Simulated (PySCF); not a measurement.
## Worked example: oscillator strength and radiative lifetime

C4H8OSi, SMILES C=C/C=C/[SiH2]O.

The structure is a stationary point at ωB97X-D3(BJ)/def2-SVP. The structure was generated by enumeration; whether it is a known compound was not checked. Other conformers were not sampled.

TDA-PBE0/def2-SVPD in PySCF puts the first singlet state with f over 0.02 at 5.86 eV (vertical), with the transition dipole (-2.397, -0.089, 0.609) in atomic units.

**Question.** Find the oscillator strength, the wavelength and the radiative lifetime that this transition would have in vacuum if emission retraced absorption.

**Answer.** 
|μ|² = 6.1244 au, so |μ| = 6.29 D. ΔE = 5.86/27.211 = 0.2154 hartree. f = (2/3) ΔE |μ|² = 0.879 (the program prints 0.879).
λ = 1239.84/5.86 = 212 nm; ν = 47264 cm⁻¹.
Einstein's coefficient A = 0.6670 ν² f s⁻¹ (ν in cm⁻¹) = 1.3e9 s⁻¹, so τ = 1/A = 0.76 ns. This state is S1. The figure is the radiative limit of this one transition; relaxation, internal conversion, crossing to triplets and a medium change what is measured.
